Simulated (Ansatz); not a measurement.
One change: `ClCCI` becomes `FCCCCl`.

Ansatz, PBE0-D4/def2-TZVP geometries, multiplicity 1. Each molecule was computed in one conformer, which needn't be the lowest.

Elements past krypton have def2 core potentials.  Spin–orbit coupling is left out; it splits and shifts lone-pair levels of the heavy atoms by tenths of an eV.

```
                                          property  `ClCCI`
size of the dipole moment (ωB97M-V/def2-TZVPP) / D     0.27
    size of the dipole moment (PBE/def2-TZVPP) / D     0.21
                HOMO energy (PBE0/def2-TZVPP) / eV    -7.59
           HOMO–LUMO gap (ωB97M-V/def2-TZVPP) / eV    10.62
                LUMO energy (PBE0/def2-TZVPP) / eV    -1.10
                 HOMO energy (PBE/def2-TZVPP) / eV    -6.42
```

Task: What does the change do to each property? (Estimate.)

Result: Ansatz gave: 
```json
{"property": "size of the dipole moment (ωB97M-V/def2-TZVPP) / D", "`FCCCCl`": "2.12", "shift": "1.85"}
{"property": "size of the dipole moment (PBE/def2-TZVPP) / D", "`FCCCCl`": "2.03", "shift": "1.82"}
{"property": "HOMO energy (PBE0/def2-TZVPP) / eV", "`FCCCCl`": "-8.44", "shift": "-0.85"}
{"property": "HOMO–LUMO gap (ωB97M-V/def2-TZVPP) / eV", "`FCCCCl`": "13.40", "shift": "2.78"}
{"property": "LUMO energy (PBE0/def2-TZVPP) / eV", "`FCCCCl`": "0.89", "shift": "1.99"}
{"property": "HOMO energy (PBE/def2-TZVPP) / eV", "`FCCCCl`": "-7.00", "shift": "-0.58"}
```

With PBE0 the HOMO falls by 0.85 eV and the LUMO rises by 1.99 eV, so the gap widens by about 2.84 eV. PBE moves the HOMO by -0.58 eV and ωB97M-V by -1.00 eV. Dipoles are sizes alone; their direction can turn.
